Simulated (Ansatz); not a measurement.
Computed with Ansatz on PBE0-D4/def2-TZVP structures; ΔE is electronic, products minus reactants. CCSD(T)/CBS is the MP2 limit (def2-TZVPP, def2-QZVPP) plus CCSD(T) − MP2 in def2-TZVPP, frozen cores. This one scheme is used for every species. Functionals use def2-TZVPP. B3LYP here is the variant with VWN-RPA as its local correlation; programs differ in this. One conformer a species, not always the lowest.

Consider the formal exchange of groups at the Si–C bond: `OC[SiH](F)S` + SiH₄ → `F[SiH]([SiH3])S` + CH₃OH.

```json
{"level": "B2PLYP", "ΔE (eV)": "-0.01"}
{"level": "PBE", "ΔE (eV)": "-0.12"}
{"level": "r2SCAN", "ΔE (eV)": "-0.04"}
{"level": "B3LYP", "ΔE (eV)": "-0.05"}
{"level": "MP2/def2-TZVPP", "ΔE (eV)": "0.04"}
{"level": "SCS-MP2/def2-TZVPP", "ΔE (eV)": "0.03"}
{"level": "MP2/def2-QZVPP", "ΔE (eV)": "0.02"}
{"level": "MP2/CBS(def2)", "ΔE (eV)": "0.01"}
```

Task: What does CCSD(T)/CBS give? (Estimate.)

Result: Computed: -0.03 eV. The listed levels differ from it by 0.02, -0.09, -0.01, -0.02, 0.07, 0.06, 0.05, 0.04 eV.

Largest T1 diagnostic among the species: 0.013.
